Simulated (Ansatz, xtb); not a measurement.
# Relaxing a trial structure of CH4Ge

The starting geometry of this gas-phase singlet was built from a drawn formula by distance geometry and a force field; its bonds are those of `[CH][GeH3]`.

```yaml
atoms:
  - { symbol: C, position_ang: [-2.0274, -3.1007, -1.2906] }
  - { symbol: Ge, position_ang: [-0.9427, -1.5317, -1.7508] }
  - { symbol: H, position_ang: [-2.7308, -2.8127, -0.4575] }
  - { symbol: H, position_ang: [-0.1355, -1.1342, -0.5452] }
  - { symbol: H, position_ang: [0.0414, -1.9162, -2.9118] }
  - { symbol: H, position_ang: [-1.8532, -0.3761, -2.2118] }
```

Task: Predict what it relaxes into with r2SCAN-D4/def2-SVP.

Result: It rearranges to `[CH2]=[GeH2]`. Contacts that open: Ge2–H4 (1.50 → 2.52 Å). Contacts that close: C1–H4 (2.83 → 1.09 Å).

The energy falls by 3.34 eV over 24 steps:

```
step  E − E(last) (eV)
   1             3.342
   4             3.295
   6             3.280
   9             3.250
  11             3.247
  14             2.965
  16             2.227
  19             0.889
  21             0.145
  24             0.000
```

Final geometry (Å):

```tsv
atom	x (Å)	y (Å)	z (Å)
C	-1.4758	-2.3443	-0.7446
Ge	-1.1078	-1.3694	-2.1797
H	-2.4574	-2.3071	-0.2646
H	-0.7309	-3.0103	-0.3010
H	0.2546	-1.4071	-2.8639
H	-2.1310	-0.4334	-2.8140
```

From the same start GFN2-xTB reaches the same bonding as this run.

No frequencies were run, so the end isn't proven a minimum. Run with Ansatz 0.2.0, 23 s on 2 threads of Arm Neoverse V1, on a shared host.
